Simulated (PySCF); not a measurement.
## Does the structure fit the spectrum?

A compound C6H12OSi2 gives the data below (simulated from a calculation) and was assigned the structure `CC#C[Si@H](O[SiH3])C1CC1`.

13C{1H} NMR (computed): δ 104.7 (CH), 87.9 (C), 25.5 (CH2), 24.8 (CH2, 2C), 21.9 (CH).

1H NMR (300 MHz, computed): δ 4.94 (d, 2H), 4.89 (d, 2H), 2.48 (t, 1H), 2.32 (m, 1H), 2.13 (m, 2H), 2.10 (m, 1H), 1.91 (m, 1H), 1.87 (m, 2H).

All values are calculated (PySCF): GIAO PBE0/pcSseg-1 shieldings, structure optimised with PBE0-D3(BJ)/def2-SVP. Gas phase, non-relativistic, averaged over atoms made equivalent by symmetry, fast rotation or ring inversion, one computed conformer.

Scale: TMS for 1H and 13C (reference shieldings calculated alike).

Problem. Compare with the shifts computed for the proposed structure, pairing carbons in order of shift.

Solution. Structure with atom numbers: `[CH3:1][C:2]#[C:3][Si@H:4]([O:5][SiH3:6])[CH:7]1[CH2:8][CH2:9]1`. Each H is labelled by its parent atom.

| atom | computed for proposal | given list | difference |
| --- | --- | --- | --- |
| C2 | 112.7 | 104.7 | +8.0 |
| C3 | 82.0 | 87.9 | -5.9 |
| C1 | 5.5 | 25.5 | -20.0 |
| C9 | 2.8 | 24.8 | -22.0 |
| C8 | 2.0 | 24.8 | -22.8 |
| C7 | -2.9 | 21.9 | -24.8 |

The rms difference is 18.8 ppm and the largest -24.8 ppm at C7 (three-membered-ring carbon). The proposal also would give 6 carbon signals, not 5. The carbon types in order of shift don't match either: C, C, CH3, CH2, CH2, CH for the proposal against CH, C, CH2, CH2, CH2, CH in the data. The proposal doesn't fit.

Problem. Which isomer fits?

Solution. SMILES C#C[SiH2]O[SiH2]C1CCC1.

1. Carbon types of the structure: 1 × C, 2 × CH, 3 × CH2, leaving 4 H on heteroatoms.
2. δC 104.7: terminal alkyne carbon; the triple bond shields along its axis, which puts it between sp3 and sp2 carbons.
3. δC 87.9: alkyne carbon; the triple bond shields along its axis, which puts it between sp3 and sp2 carbons.
4. δC 25.5, 24.8: sp3 CH2 in a ring; a saturated carbon with 2 carbon neighbours and no heteroatom attached.
5. δH 2.48: hydrogen on a terminal alkyne carbon; it lies on the axis of the triple bond, in its shielding cone.

Other isomers checked: CC[Si]1(O)C=C[SiH2]C=C1 (rms 83.9 ppm).

The data come from this structure; uniqueness wasn't tested.

Shifts are as computed. Against solution values, carbons near 30 ppm lie about +2 ppm off and those near 130 ppm about +5 ppm. Of 1309 compounds with measured shifts, 239 miss one by over three times the rms of a fit or turn the order of signals round; such compounds aren't used in these exercises. No couplings were computed; multiplicities are counted from neighbouring protons, with m where these are inequivalent, close in shift, in a saturated or five-membered ring or joined by F or P, and br s for small geminal =CH2 splittings.
